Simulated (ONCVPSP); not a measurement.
**What one change does to a pseudopotential (nitrogen, ONCV)**

nitrogen (N), optimised norm-conserving Vanderbilt (ONCV), made with ONCVPSP 4.0.1 (PBEsol, scalar-relativistic). Core [He], reference 2s1 2p4. Waves: 2s: rc 1.10 bohr, ncon 4, nbas 8, qcut 6.4 1/bohr, local; 2p: rc 1.90 bohr, ncon 4, nbas 7, qcut 8.9 1/bohr, 2 projectors, debl 0.5 Ha. Local part: the s channel. Core correction: Teter function, fcfact 5.25, rcfact 1.3.

Change: s: qcut 9.9.

Cutoffs: the cutoffs (Ha) at which the residual kinetic energy of the hardest occupied pseudo-wave falls to 1 and 0.1 mHa per electron; they do not see the model core or the augmentation charge, which bear on the density cutoff. Errors are all-electron minus pseudo energies relative to the spin-unpolarised reference configuration.

Problem. Predict the effect on cutoff, ghosts and configuration errors.

Solution. The potential gets neither clearly harder nor softer (23 Ha and 125 Ha → 30 Ha and 38 Ha); of the 4 tests that both files solve, the error grows in 0 and shrinks in 2 by more than 15 % and 0.3 meV (median size 49.2 → 42.4 meV); neither file shows a bound ghost.

| quantity | base | changed |
| --- | --- | --- |
| cutoff, loose | 23 Ha | 30 Ha |
| cutoff, tight | 125 Ha | 38 Ha |
| loose cutoff by channel | s 23 Ha, p 22 Ha | s 30 Ha, p 22 Ha |
| bound ghosts | none | none |
| GHOST(+) flags under 300 eV | none | none |
| error for 2s2 2p3, meV [ΔE -11.43 eV] | +3.7 | +2.4 |
| error for 2s2 2p2, meV [ΔE 2.09 eV] | +94 | +82 |
| error for 2s2 2p1, meV [ΔE 30.82 eV] | +449 | +397 |
| error for 2s0 2p5, meV [ΔE 11.46 eV] | +3.9 | +2.4 |
| s: phases at 1.12 bohr within 0.05 rad from the reference energy up to (Ha; the scan ends near 5) | 4.0 | to the end of the scan |
| p: phases at 1.92 bohr within 0.05 rad from the reference energy up to (Ha; the scan ends near 5) | to the end of the scan | to the end of the scan |
| rms error of d²Exc/dni dnj with the model core, mHa | 1.46 | 1.31 |
